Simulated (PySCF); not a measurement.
# Bond length, frequency and bond energy of CaH⁻ by level of theory

State: ¹Σ⁺ (singlet), closed shell. Set-up: basis Ca aug-cc-pVDZ-X2C, H aug-cc-pVDZ-DK; spin-free X2C with a Gaussian nucleus; PySCF 2.14. De refers to Ca + H⁻ in their ground configurations, without counterpoise correction. A positive dipole points towards H; it is taken about the centre of mass and depends on that origin.

```json
{"Level": "RHF-MP2", "Re (Å)": "2.106", "ωe (cm⁻¹)": "1103", "De (eV)": "n/a", "μ (D)": "n/a", "CPU s a point (SCF and correlation, without the integrals)": "0.046"}
{"Level": "RHF-SCS-MP2", "Re (Å)": "2.112", "ωe (cm⁻¹)": "1096", "De (eV)": "n/a", "μ (D)": "n/a", "CPU s a point (SCF and correlation, without the integrals)": "n/a"}
{"Level": "RHF-CCSD", "Re (Å)": "2.109", "ωe (cm⁻¹)": "1095", "De (eV)": "1.93", "μ (D)": "n/a", "CPU s a point (SCF and correlation, without the integrals)": "n/a"}
{"Level": "RHF-CCSD(T)", "Re (Å)": "2.107", "ωe (cm⁻¹)": "1096", "De (eV)": "1.95", "μ (D)": "n/a", "CPU s a point (SCF and correlation, without the integrals)": "0.37"}
{"Level": "PBE", "Re (Å)": "2.086", "ωe (cm⁻¹)": "1063", "De (eV)": "2.05", "μ (D)": "1.79", "CPU s a point (SCF and correlation, without the integrals)": "0.29"}
{"Level": "r²SCAN", "Re (Å)": "2.084", "ωe (cm⁻¹)": "1093", "De (eV)": "2.15", "μ (D)": "2.11", "CPU s a point (SCF and correlation, without the integrals)": "0.35"}
{"Level": "PBE0", "Re (Å)": "2.094", "ωe (cm⁻¹)": "1072", "De (eV)": "2.07", "μ (D)": "1.90", "CPU s a point (SCF and correlation, without the integrals)": "0.53"}
{"Level": "M06", "Re (Å)": "2.114", "ωe (cm⁻¹)": "1077", "De (eV)": "1.98", "μ (D)": "1.02", "CPU s a point (SCF and correlation, without the integrals)": "0.38"}
{"Level": "BHandHLYP", "Re (Å)": "2.110", "ωe (cm⁻¹)": "1072", "De (eV)": "1.91", "μ (D)": "1.67", "CPU s a point (SCF and correlation, without the integrals)": "0.22"}
{"Level": "B2PLYP", "Re (Å)": "2.106", "ωe (cm⁻¹)": "1072", "De (eV)": "1.89", "μ (D)": "1.92", "CPU s a point (SCF and correlation, without the integrals)": "0.25"}
```

The bond length runs from 2.084 Å (r²SCAN) to 2.114 Å (M06). De spans 1.89 eV (B2PLYP, double hybrid) to 2.15 eV (r²SCAN, meta-GGA).

Correlated steps freeze 5 core orbitals. Correlated levels converge slowly with the basis: in double zeta they bind strong bonds too weakly, by up to about 1 eV, and carry superposition errors of some tenths. For an ion De counts to the pair picked by the measured ionisation energies or electron affinities, which need not be the lowest pair at this level. The highest Kohn–Sham level is positive in this anion. Much of that is self-interaction error, but it also means that the finite basis helps to hold the extra electron. B2PLYP dipoles, levels and charges come from its SCF part alone. The CCSD T1 diagnostic is raised, a sign that a single reference may not be enough here.

The whole job (state search and all levels along the bond) took about 0.87 min on 1 thread of Intel Xeon 6975P-C (shared host), peak memory 0.52 GiB.
